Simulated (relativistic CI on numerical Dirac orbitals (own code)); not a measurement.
Radial Dirac CI calculation of I.

Command:

```sh
python run_levels.py task.json out
```

Input:

```
atom I  Z=53  charge=0  electrons=53
nucleus A=127  rms_radius_fm=4.7500
hamiltonian dirac-coulomb  breit=off  qed=on  c_scale=1
orbitals kli  potential=per-configuration
slater_scale 1
correlation none
mixing on
grid step=0.0125 r_max=603.6
scf mixing=0.4 start=green max_iterations=150 tolerance=2e-08 node_fill=0.05
configurations
  [Kr] 4d10 5s2 5p5
  [Kr] 4d10 5s2 5p4 5d
end
```

Output:

```
SCF 1: [Kr] 4d10 5s2 5p5
 iter      energy (Ha)   residual   last orbital (Ha)
    1     -7113.526467   8.43e-01     -0.33958
    2     -7115.345755   3.91e-01     -0.33341
    3     -7115.732910   1.31e-01     -0.36616
    4     -7115.769499   2.00e-02     -0.38325
    5     -7115.770346   1.72e-03     -0.38234
    6     -7115.770313   5.32e-04     -0.38303
    7     -7115.770344   9.38e-05     -0.38345
    8     -7115.770347   5.88e-06     -0.38336
    9     -7115.770347   4.35e-06     -0.38337
   10     -7115.770347   2.71e-08     -0.38337
   11     -7115.770347   1.59e-08     -0.38337
SCF 2: [Kr] 4d10 5s2 5p4 5d
 iter      energy (Ha)   residual   last orbital (Ha)
    1     -7113.250715   8.25e-01     -0.06033
    2     -7115.023839   3.92e-01     -0.06204
    3     -7115.429240   1.06e-01     -0.06425
    4     -7115.452988   2.65e-02     -0.06324
    5     -7115.454181   3.01e-03     -0.06220
    6     -7115.454164   2.06e-04     -0.06204
    7     -7115.454213   1.33e-04     -0.06194
    8     -7115.454206   2.63e-05     -0.06194
    9     -7115.454205   1.60e-06     -0.06194
   10     -7115.454205   8.39e-07     -0.06194
   11     -7115.454205   2.54e-08     -0.06194
   12     -7115.454205   1.25e-08     -0.06194
orbital energies (Ha): 4s -6.7494  4p1/2 -5.0823  4p3/2 -4.6859  4d3/2 -2.0089  4d5/2 -1.9470  5s -0.7671  5p1/2 -0.4186  5p3/2 -0.3834
configuration averages (Ha): Dirac-Coulomb, Breit, QED
  5p5                          -7115.770347    0.000000    3.605106
  5p4 5d                       -7115.454205    0.000000    3.605200
levels: no., configuration, term, J, E (cm-1), weight
   1 5p5                    2P*  3/2              0.0  1.00
   2 5p5                    2P*  1/2           7919.3  1.00
   3 5p4 5d                 4D   7/2          60444.2  0.74
   4 5p4 5d                 4D   5/2          60648.1  0.72
   5 5p4 5d                 4D   3/2          61100.5  0.60
   6 5p4 5d                 4D   1/2          61700.3  0.45
   7 5p4 5d                 4F   9/2          61719.5  0.92
   8 5p4 5d                 2F   7/2          62780.5  0.63
   9 5p4 5d                 4P   1/2          63707.3  0.61
  10 5p4 5d                 4P   3/2          64823.4  0.43
  11 5p4 5d                 2D   5/2          65199.2  0.32
  12 5p4 5d                 4D   1/2          68224.8  0.52
  13 5p4 5d                 4F   7/2          68537.0  0.52
  14 5p4 5d                 4F   5/2          68537.9  0.54
lowest total energy -7112.177269 Ha
end: converged
```

Against the reference input this run has: Breit term off, end of the grid at 603.6 bohr. The reference run ends at -7106.769165 Ha with Breit and QED terms.

With so few configurations and no correlation, terms lie too far apart (by 10 to 50 % or more near neutrality), their order can be wrong, and levels of other configurations are missing.
